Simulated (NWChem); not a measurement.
# GaNH2ClF; SMILES [NH2][Ga]([F])[Cl]

```xyz
6

Ga     0.0052     0.2954     0.0000
F      1.5599     1.0873     0.0000
Cl     0.0023    -1.8322     0.0000
N     -1.4801     1.2873     0.0000
H     -2.4118     0.8943     0.0000
H     -1.4683     2.2990     0.0000
```
Atoms are numbered in this order, from 1.

Program: NWChem. Medium grid unless said otherwise, to which SCAN and Minnesota functionals are sensitive. Geometry: optimised at PBE0/def2-SVP. Hybrids' shares of exact exchange are those that their runs print; pure functionals count as 0. The functionals differ in more than this share.

```csv
row,share of exact exchange,highest occupied level (eV)
PBE/def2-TZVP,0.00,-6.71
BLYP/def2-TZVP,0.00,-6.58
TPSSh/def2-TZVP,0.10,-7.34
B3LYP/def2-TZVP,0.20,-7.90
r2SCAN0/def2-TZVP,0.25,-8.38
MPW1K/def2-TZVP,0.43,-9.23
M06-2X/def2-TZVP,0.54,withheld
```

**Question.** Fit a straight line of the last column on the one before it, predict the withheld value, and compare with the run.

**Answer.** 
1. Means of the 6 shown rows: x = 0.163, y = -7.690. Slope Σ(x − x̄)(y − ȳ)/Σ(x − x̄)² = -0.8417/0.1373 = -6.129; intercept -6.689.
2. The shown rows scatter about the line by 0.090 (root mean square); the largest residual is -0.16, at r2SCAN0/def2-TZVP.
3. At x = 0.54 (M06-2X/def2-TZVP; beyond the shown range) the line gives -10.00.
4. The run gives -9.63, +0.37 from the line, 4.1 times the scatter.
